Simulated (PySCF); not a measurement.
**Ionisation energy of Rb by level of theory**

Rb [Kr] 5s1 (2S) → Rb⁺ [Kr] (1S), as a difference of total energies. Computed with PySCF 2.14 in aug-cc-pVDZ-X2C (7s6p4d, 45 functions), with the spin-free X2C one-electron Hamiltonian (Gaussian nucleus). The calculations carry no spin-orbit coupling.

```
method  ionisation energy (eV)  error (eV)
   UHF                   3.803      -0.374
   LDA                   4.365      +0.188
  PBE0                   4.193      +0.016
```

Reference: 4.177 eV (measured; NIST Atomic Spectra Database, ionization energies).
